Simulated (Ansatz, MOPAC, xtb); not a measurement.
Spectroscopic constants of MoO, multiplicity 5 (the spin of the measured ground state). No spin–orbit coupling. The T1 diagnostic near the minimum is 0.060, so single-reference values are doubtful.

The constants come from a fifth-degree fit in 1/R (seven points, main isotopes). In def2 and cc sets the state is the lowest found near the PBE0 minimum, followed along R.

The values were computed with Ansatz (Gaussian basis) for Hartree–Fock, density functionals and correlated methods; MOPAC for PM6, PM7 (differences of heats of formation); xtb for the GFN methods. Each number belongs to the level named beside it. In def2 rows elements past Kr take small-core potentials, without spin–orbit coupling. The GFN methods have no spin term and hold the electronic entropy of 300 K.

```tsv
level	r_e (Å)	ω_e (cm⁻¹)	α_e (cm⁻¹)	ω_e x_e (cm⁻¹)	D_e (eV)	dipole (D)
PM6	1.682	897	0.00091	1.2	-	-
PM7	1.721	1006	0.0013	2.9	-	-
GFN1-xTB	1.722	867	0.0029	3.3	-	-
GFN2-xTB	1.714	794	0.0035	3.6	-	-
SVWN5/def2-TZVPP	1.681	987	0.0022	3.9	7.26	2.78
PBE/def2-TZVPP	1.699	945	0.0023	4.2	6.12	2.86
B3LYP/def2-TZVPP	1.695	963	0.0023	4.6	5.49	3.28
```

D_e counts from each atom's lowest state at the same level, without counterpoise or zero-point energy.

The state that PM6, PM7 reach isn't checked; PM7 holds dispersion and hydrogen-bond terms.

Measured for the ground state: D_0 5.414 ± 0.019 eV [Morse and co-workers].

Ansatz is an electronic-structure program.
